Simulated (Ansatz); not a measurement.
Total energies of `CN(C)c1ccc(/C=C/c2ccc(/C=C/c3ccc(/C=C/c4ccc(/C=C/C#N)cc4)cc3)cc2)cc1` from Ansatz at PBE-D4/def2-SVP, gas phase (1 Eh = 27.2114 eV = 2625.5 kJ/mol). The reference geometry is relaxed at r2SCAN-D4/def2-SVP.

```json
{"state": "charge 0 singlet", "geometry": "reference", "energy (Eh)": "-1458.42730"}
{"state": "charge 1 doublet", "geometry": "reference", "energy (Eh)": "-1458.21495"}
{"state": "charge -1 doublet", "geometry": "reference", "energy (Eh)": "-1458.49534"}
{"state": "free C atom (triplet)", "geometry": "–", "energy (Eh)": "-37.75124"}
{"state": "free N atom (quartet)", "geometry": "–", "energy (Eh)": "-54.46658"}
{"state": "free H atom (doublet)", "geometry": "–", "energy (Eh)": "-0.49863"}
```

Single mean-field runs in def2-SVP are fitted with def2-universal-jkfit.

**Question.** Work out the vertical ionisation energy to the doublet.

**Answer.** E(charge 1 doublet) − E(charge 0 singlet) = -1458.21495 − (-1458.42730) = 0.21235 Eh = 5.78 eV. For comparison, −ε of the highest occupied level is 4.40 eV at this level, 1.38 eV less.

**Question.** Work out the vertical electron affinity, to the doublet.

**Answer.** E(charge 0 singlet) − E(charge -1 doublet) = -1458.42730 − (-1458.49534) = 0.06804 Eh = 1.85 eV. The basis lacks diffuse functions, which makes affinities too small.

**Question.** Give the fundamental gap IE − EA, the Mulliken electronegativity (IE + EA)/2 and the hardness (IE − EA)/2.

**Answer.** From the values in Eh: IE − EA = 0.21235 − 0.06804 = 0.14431 Eh = 3.93 eV; (IE + EA)/2 = 3.81 eV; (IE − EA)/2 = 1.96 eV. The HOMO–LUMO gap of the same run is 1.28 eV, 2.65 eV smaller than the fundamental gap.

**Question.** What is the binding energy per atom against free atoms?

**Answer.** Atoms: 35 × (-37.75124) + 2 × (-54.46658) + 30 × (-0.49863) = -1445.18546 Eh. Binding: -1445.18546 − (-1458.42730) = 13.24184 Eh = 360.33 eV, or 5.38 eV for each of 67 atoms (no zero-point energy, no counterpoise term).
